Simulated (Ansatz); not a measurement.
Species: difluorogermane, sum formula GeH2F2, charge 0, multiplicity 1. 
Geometry from a B3LYP-D3(BJ)/def2-TZVP (Ansatz, a quantum-chemistry and plane-wave program) optimisation:
SMILES: [F][GeH2][F]
```xyz
5

F     -0.7714    -1.3490    -0.0057
Ge     0.3335    -0.0114     0.0403
F     -0.6580     1.3979    -0.1669
H      1.2511    -0.1207    -1.1768
H      0.9408     0.0457     1.4414
```

Total electronic energies in hartree. Cores are frozen in the correlated levels unless marked. No spin-orbit coupling. The frozen core is the preceding noble-gas configuration, with the filled d and f shells of earlier blocks. No relativistic terms. Basis-set limits of correlation are two-point, X^-3; Hartree-Fock from the larger set (for Q and 5 zeta extrapolated as (X+1)exp(-9√X)).

```
level                                       program  energy (Eh)
-----------------------------------  --------------  -----------
HF/cc-pVTZ                                   Ansatz  -2275.60044
HF/CBS(cc-pVQZ,cc-pV5Z)                      Ansatz   -2275.6304
CAM-B3LYP-D3(BJ)/def2-TZVPD          Ansatz + dftd3  -2278.13617
MP2/6-31G*                                   Ansatz  -2275.61451
MP2/cc-pVTZ                                  Ansatz  -2276.23062
RI-MP2/CBS(aug-cc-pVTZ,aug-cc-pVQZ)          Ansatz   -2276.3556
SCS-MP2/aug-cc-pVQZ                          Ansatz  -2276.31691
CCSD/cc-pVQZ                                 Ansatz  -2276.31746
CCSD(T)/CBS(cc-pVQZ,cc-pV5Z)                 Ansatz   -2276.3877
```

Totals of different functionals don't rank their quality; only differences between species are comparable.
